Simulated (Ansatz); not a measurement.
Geometry optimisation, RKS r2SCANh-D4/def2-SVP in Ansatz.

The input (input.yaml):

```yaml
crystal:
  periodic: [false, false, false]
  atoms:
    - { symbol: Cl, position_ang: [1.03149, 1.12751, -1.44502] }
    - { symbol: C, position_ang: [-0.68188, 0.5029, -1.01745] }
    - { symbol: Al, position_ang: [0.08764, -0.51315, 0.41991] }
    - { symbol: Cl, position_ang: [-0.8269, -2.02271, 1.59097] }
    - { symbol: H, position_ang: [-1.16551, 1.41858, -0.60948] }
    - { symbol: H, position_ang: [-1.09904, -0.39312, -1.47704] }
total_charge: -1
basis:
  gaussian: { orbitals: def2-SVP }
hamiltonian:
  xc: r2scanh
  dispersion: d4
relax:
  f_tol: 0.02
  max_steps: 50
output:
  orbitals: {}
```

Command:

```bash
$ ansatz run input.yaml --threads 2 --pin off --max-ram 3072MiB --backend cpu --events-out ev --progress --plain --runs-dir out
```

Problem. Where does it end, and by what steps?

Solution. The forces met the threshold. Limits of this set-up: an anion without diffuse functions. After 8 steps the energy has fallen by 2.186 eV; Cl4 moved furthest, 0.72 Å.

```json
{"step": "0", "energy less start (eV)": "0.0000", "largest force component (eV/Å)": "3.299", "accepted": "yes"}
{"step": "1", "energy less start (eV)": "-1.2212", "largest force component (eV/Å)": "1.864", "accepted": "yes"}
{"step": "2", "energy less start (eV)": "-1.8361", "largest force component (eV/Å)": "0.798", "accepted": "yes"}
{"step": "3", "energy less start (eV)": "-2.0651", "largest force component (eV/Å)": "0.430", "accepted": "yes"}
{"step": "4", "energy less start (eV)": "-2.1527", "largest force component (eV/Å)": "0.254", "accepted": "yes"}
{"step": "5", "energy less start (eV)": "-2.1716", "largest force component (eV/Å)": "0.235", "accepted": "yes"}
{"step": "6", "energy less start (eV)": "-2.1782", "largest force component (eV/Å)": "0.183", "accepted": "yes"}
{"step": "7", "energy less start (eV)": "-2.1845", "largest force component (eV/Å)": "0.158", "accepted": "yes"}
{"step": "8", "energy less start (eV)": "-2.1861", "largest force component (eV/Å)": "0.011", "accepted": "yes"}
```

```xyz
6
Properties=species:S:1:pos:R:3
Cl 0.634 1.437 -1.858
C -0.405 0.338 -0.807
Al 0.587 -0.608 0.751
Cl -1.379 -1.640 1.324
H -1.228 0.977 -0.444
H -0.864 -0.384 -1.504
```

Whether the end is a true minimum wasn't checked by a vibrational analysis.

Run time: 20 s on 2 threads of Intel(R) Xeon(R) Platinum 8375C CPU @ 2.90GHz (Ice Lake), on a shared host, peak memory 0.2 GiB.
